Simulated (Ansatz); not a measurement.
Geometry optimisation, Ansatz, RHF/def2-SVP.

input.yaml

```yaml
crystal:
  periodic: [false, false, false]
  atoms:
    - { symbol: Sn, position_ang: [0.0, 0.0, 0.0] }
    - { symbol: O, position_ang: [0.0, 0.0, 1.96] }
    - { symbol: H, position_ang: [-0.9095, -0.2814, 2.2971] }
    - { symbol: O, position_ang: [1.8483, 0.0, -0.6527] }
    - { symbol: H, position_ang: [2.1646, -0.9521, -0.7693] }
    - { symbol: Cl, position_ang: [-1.1351, 1.9666, -0.8025] }
    - { symbol: Cl, position_ang: [-1.1351, -1.9666, -0.8025] }
basis:
  gaussian: { orbitals: def2-SVP }
hamiltonian:
  xc: hf
relax:
  f_tol: 0.02
  max_steps: 40
```

Launched with:

```bash
$ ansatz run input.yaml --threads 2 --pin off --max-ram 3072MiB --backend cpu --events-out ev --progress --plain --runs-dir out
```

**Question.** Where does it end, and by what steps?

**Answer.** It converged. The force dipped under the threshold on the way, but the program's further checks kept it going. After 8 steps the energy has fallen by 0.404 eV; H3 moved furthest, 0.34 Å.

| step | energy less start (eV) | largest force component (eV/Å) | accepted |
| --- | --- | --- | --- |
| 0 | 0.0000 | 3.056 | yes |
| 1 | -0.2845 | 1.165 | yes |
| 2 | -0.3855 | 0.835 | yes |
| 3 | -0.3878 | 0.661 | yes |
| 4 | -0.4030 | 0.074 | yes |
| 5 | -0.4038 | 0.012 | yes |
| 6 | -0.4025 | 0.245 | no |
| 7 | -0.4039 | 0.031 | yes |
| 8 | -0.4040 | 0.004 | yes |

```xyz
7
Properties=species:S:1:pos:R:3
Sn -0.045 -0.086 -0.023
O -0.057 -0.202 1.904
H -0.840 0.037 2.378
O 1.780 -0.038 -0.643
H 2.243 -0.856 -0.754
Cl -1.117 1.845 -0.712
Cl -1.131 -1.933 -0.920
```

Whether the end is a true minimum wasn't checked by a vibrational analysis.

Time of the run: 14 s on 2 threads of Arm Neoverse V2, on a shared host, peak memory 0.23 GiB.
